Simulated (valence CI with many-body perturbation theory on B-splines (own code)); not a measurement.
**E1 line list for Al6+**

Level of theory: configuration interaction combined with many-body perturbation theory (CI+MBPT): five valence electrons over a frozen Dirac-Fock core [He], radial functions for each j: 11 s, 11 p, 10 d, 8 f, 5 g, 2 h, with the one-electron correlation potential Σ1 (screened to all orders), the two-electron term Σ2, the three-electron term Σ3, Breit, model QED; selected single and double excitations, second order for the rest, scaled by the run's own slope (own B-spline code, finite nucleus).

Against 28 measured levels this calculation errs by 260 cm⁻¹ on average and by 599 at most. These come from a selection out of NIST levels in Kelleher and Podobedova, J. Phys. Chem. Ref. Data 37, 709 (2008); Martin and Zalubas, J. Phys. Chem. Ref. Data 8, 817 (1979). Levels without a partner in it may be off by more. Among the levels kept, up to 5600 cm⁻¹ of a level comes from second order outside the variational space, and about a tenth of that is noise between levels of different J, which matters for small intervals. 2 measured levels below the end of the list, from 1318010 cm⁻¹ on, found no clear computed partner, and computed levels of the same name lie up to 5257 cm⁻¹ from them.

Lines 251 to 300 of 600 in falling wavelength, among levels below 198.93 eV, chosen from the strongest by gf and those to the six lowest levels. Wavelengths and rates use the calculated energies, so an error of 300 cm⁻¹ moves a line at 39.21 nm by 0.12 % and its rate by three times that or more. Electric multipoles are in the length gauge, E1 and E2 with the static RPA response of the core. Weak lines are less certain than strong ones. Lines between different terms over intervals too small for the method are left out, as are lines whose strength nearly cancels. Where a level lies close to another of its J and parity, the split of strength between their lines is uncertain. The highest levels of a list are the least certain.

Names give the largest LS component (configuration and term), which can be under half, so a name can repeat, a term be missing and a line seem to break the LS rules; names also repeat where a configuration has a term twice. Letters in brackets count levels of one name in rising energy.

```
λ vac (nm)  λ from measured levels                  Upper                   Lower   A (s⁻¹)  S (a.u.) with core polarisation  S without
     70.73                           2s 2p3 3p 4P_5/2 [a]      2s2 2p2 3p 4S°_3/2  5.99e+08                         6.28e-01   6.29e-01
     70.64                           2s 2p3 3p 4P_3/2 [a]      2s2 2p2 3p 4S°_3/2  6.15e+08                         4.28e-01   4.29e-01
     52.94                           2s 2p3 3p 4P_3/2 [b]   2s 2p3 3s 4S°_3/2 [a]  7.28e+08                         2.13e-01   2.13e-01
     52.86                           2s 2p3 3p 4P_5/2 [b]   2s 2p3 3s 4S°_3/2 [a]  7.79e+08                         3.41e-01   3.41e-01
     47.38                               2s 2p3 3p 2F_7/2  2s2 2p2 3p 2D°_5/2 [b]  1.13e+09                         4.73e-01   4.74e-01
     47.35                               2s 2p3 3p 2F_5/2  2s2 2p2 3p 2D°_3/2 [b]  1.05e+09                         3.29e-01   3.30e-01
     43.46                             2s2 2p2 4p 2P°_1/2   2s2 2p2 3d 2D_3/2 [a]  2.59e+09                         2.10e-01   2.10e-01
     43.39                             2s2 2p2 4p 2P°_3/2   2s2 2p2 3d 2D_5/2 [a]  1.93e+09                         3.11e-01   3.11e-01
     41.53                              2s2 2p2 4s 2P_3/2  2s2 2p2 3p 2P°_3/2 [b]  1.52e+09                         2.14e-01   2.15e-01
     41.34                             2s2 2p2 4p 4P°_5/2       2s2 2p2 3d 4P_5/2  1.40e+09                         2.93e-01   2.93e-01
     40.43                             2s2 2p2 4p 4D°_7/2       2s2 2p2 3d 4D_7/2  8.77e+08                         2.29e-01   2.29e-01
     40.39                             2s2 2p2 4p 4S°_3/2       2s2 2p2 3d 4P_3/2  1.14e+09                         1.49e-01   1.49e-01
     40.28                             2s2 2p2 4p 4P°_3/2       2s2 2p2 3d 4D_5/2  1.84e+09                         2.38e-01   2.38e-01
     40.18                             2s2 2p2 4p 2D°_5/2   2s2 2p2 3d 2F_7/2 [a]  2.37e+09                         4.56e-01   4.56e-01
     40.17                             2s2 2p2 4p 4P°_5/2       2s2 2p2 3d 4D_7/2  1.95e+09                         3.74e-01   3.74e-01
     40.11                             2s2 2p2 4p 2D°_3/2   2s2 2p2 3d 2F_5/2 [a]  2.22e+09                         2.83e-01   2.83e-01
     39.92                              2s2 2p2 4s 2P_1/2  2s2 2p2 3p 2D°_3/2 [b]  2.46e+09                         1.54e-01   1.54e-01
     39.79                              2s 2p3 3d 2D°_5/2   2s2 2p2 3d 2D_5/2 [a]  1.69e+09                         3.14e-01   3.15e-01
     39.52                              2s2 2p2 4s 2P_3/2  2s2 2p2 3p 2D°_5/2 [b]  2.25e+09                         2.74e-01   2.74e-01
     39.42                             2s2 2p2 4p 4D°_3/2       2s2 2p2 3d 4F_5/2  2.79e+09                         3.38e-01   3.38e-01
     39.41                             2s2 2p2 4p 4D°_1/2       2s2 2p2 3d 4F_3/2  3.52e+09                         2.13e-01   2.13e-01
     39.40                             2s2 2p2 4p 4D°_5/2       2s2 2p2 3d 4F_7/2  2.76e+09                         5.00e-01   5.01e-01
     39.38                              2s 2p3 3d 2D°_3/2   2s2 2p2 3d 2D_3/2 [a]  1.90e+09                         2.29e-01   2.30e-01
     39.34                             2s2 2p2 4p 4D°_7/2       2s2 2p2 3d 4F_9/2  2.88e+09                         6.92e-01   6.92e-01
     39.21                   39.20            2p5 2P°_3/2           2s 2p4 2P_1/2  1.28e+09                         1.52e-01   1.53e-01
     38.85                              2s 2p3 3d 2F°_7/2   2s2 2p2 3d 2D_5/2 [a]  8.78e+08                         2.03e-01   2.02e-01
     38.83                           2s 2p3 3p 4D_7/2 [a]      2s2 2p2 3p 4P°_5/2  1.47e+09                         3.39e-01   3.41e-01
     38.80                              2s 2p3 3d 4F°_9/2       2s2 2p2 3d 4F_9/2  1.55e+09                         4.47e-01   4.49e-01
     38.76                   38.75            2p5 2P°_3/2           2s 2p4 2P_3/2  7.25e+09                         8.33e-01   8.38e-01
     38.66                           2s 2p3 3p 4D_5/2 [a]      2s2 2p2 3p 4P°_3/2  1.13e+09                         1.93e-01   1.94e-01
     38.62                               2s 2p3 3p 2F_7/2  2s2 2p2 3p 2D°_5/2 [a]  1.83e+09                         4.16e-01   4.19e-01
     38.62                   38.60            2p5 2P°_1/2           2s 2p4 2P_1/2  6.16e+09                         3.50e-01   3.52e-01
     38.61                              2s 2p3 3d 4F°_7/2       2s2 2p2 3d 4F_7/2  1.38e+09                         3.14e-01   3.15e-01
     38.46                              2s 2p3 3d 4F°_5/2       2s2 2p2 3d 4F_5/2  1.32e+09                         2.23e-01   2.24e-01
     38.37                              2s 2p3 3d 4F°_3/2       2s2 2p2 3d 4F_3/2  1.55e+09                         1.73e-01   1.74e-01
     38.23                          2s 2p3 3d 4D°_7/2 [b]       2s2 2p2 3d 4D_7/2  1.11e+09                         2.45e-01   2.46e-01
     38.18                   38.17            2p5 2P°_1/2           2s 2p4 2P_3/2  3.22e+09                         1.77e-01   1.78e-01
     38.15                               2s 2p3 3p 2F_5/2  2s2 2p2 3p 2D°_3/2 [a]  1.86e+09                         3.05e-01   3.07e-01
     38.14                           2s 2p3 3p 4D_7/2 [a]      2s2 2p2 3p 4D°_7/2  1.04e+09                         2.27e-01   2.29e-01
     38.08                          2s 2p3 3d 4D°_5/2 [b]       2s2 2p2 3d 4D_5/2  8.51e+08                         1.39e-01   1.40e-01
     37.90                           2s 2p3 3p 4D_5/2 [a]      2s2 2p2 3p 4D°_5/2  8.60e+08                         1.39e-01   1.39e-01
     37.88                              2s 2p3 3s 4D°_7/2       2s2 2p2 3s 4P_5/2  3.07e+09                         6.59e-01   6.62e-01
     37.77                              2s 2p3 3d 4P°_5/2       2s2 2p2 3d 4P_5/2  9.91e+08                         1.58e-01   1.59e-01
     37.61                               2s 2p3 3p 4F_9/2      2s2 2p2 3p 4D°_7/2  1.75e+09                         4.60e-01   4.63e-01
     37.54                              2s 2p3 3s 4D°_5/2       2s2 2p2 3s 4P_3/2  2.38e+09                         3.72e-01   3.74e-01
     37.53                              2s 2p3 3s 4D°_3/2       2s2 2p2 3s 4P_3/2  1.60e+09                         1.67e-01   1.68e-01
     37.35                               2s 2p3 3p 4F_7/2      2s2 2p2 3p 4D°_5/2  1.42e+09                         2.93e-01   2.95e-01
     37.31                              2s 2p3 3s 4D°_1/2       2s2 2p2 3s 4P_1/2  2.76e+09                         1.41e-01   1.42e-01
     37.31                              2s 2p3 3s 4D°_3/2       2s2 2p2 3s 4P_1/2  1.48e+09                         1.52e-01   1.53e-01
     37.17                               2s 2p3 3p 4F_5/2      2s2 2p2 3p 4D°_3/2  1.23e+09                         1.88e-01   1.89e-01
```
